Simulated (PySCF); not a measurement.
Two-component Hartree-Fock for Br (bromine, neutral)

Start: [Ar] 3d10 4s2 4p5; 4p1/2 filled at m_j = -1/2, +1/2; 4p3/2 filled at m_j = -1/2, +1/2, +3/2. Calculated with PySCF 2.14 in x2c-TZVPPall-2c: generalised Hartree-Fock with the X2C-1e Hamiltonian and a Gaussian nucleus; one run each with spin-orbit coupling (SO) switched off, then screened by Boettger's factors.

```csv
spinor shell,electrons,"ε, spin-free (eV)","ε, screened SO (eV)",weight of nominal j (screened SO),"rms radius, screened SO (bohr)"
1s1/2,2,-13557.4,-13557.0,1.000,0.0492
2s1/2,2,-1825.8,-1825.7,1.000,0.205
2p1/2,2,-1605.1,-1637.6,1.000,0.180
2p3/2,4,-1605.1,-1589.4,1.000,0.184
3s1/2,2,-277.40,-277.33,1.000,0.588
3p1/2,2,-205.32,-210.29,1.000,0.600
3p3/2,4,-205.32,-202.86,1.000,0.611
3d3/2,4,-85.785,-86.431,0.996,0.649
4s1/2,2,-27.750,-27.722,1.000,1.83
4p1/2,2,-12.408,-12.924,0.749,2.25
4p3/2,3,-12.408,-12.094,0.833,2.29
```

Where does 3d5/2 lie, and what is the 3d spin-orbit splitting (screened SO)?

At -85.252 eV, 1.178 eV above 3d3/2.

```json
{"quantity": "E (hartree)", "spin-free": "-2604.33815", "screened SO": "-2604.48317"}
{"quantity": "M_J", "spin-free": "3/2", "screened SO": "3/2"}
{"quantity": "⟨J²⟩", "spin-free": "3.761", "screened SO": "3.761"}
{"quantity": "⟨L²⟩", "spin-free": "2.008", "screened SO": "2.012"}
{"quantity": "⟨S²⟩", "spin-free": "0.753", "screened SO": "0.756"}
```

Each row is a mean over spinors that exchange with the open shell spreads, by up to 2.901 eV (4s1/2).

Rows whose weight is well below 1 are mixtures of j = l ± 1/2: exchange outweighs spin-orbit coupling there, and the label is only the starting occupation.

Without spin-orbit coupling the j labels of p, d and f shells carry no meaning; the spin-free column gives the mean over the occupied spinors of each nl shell.
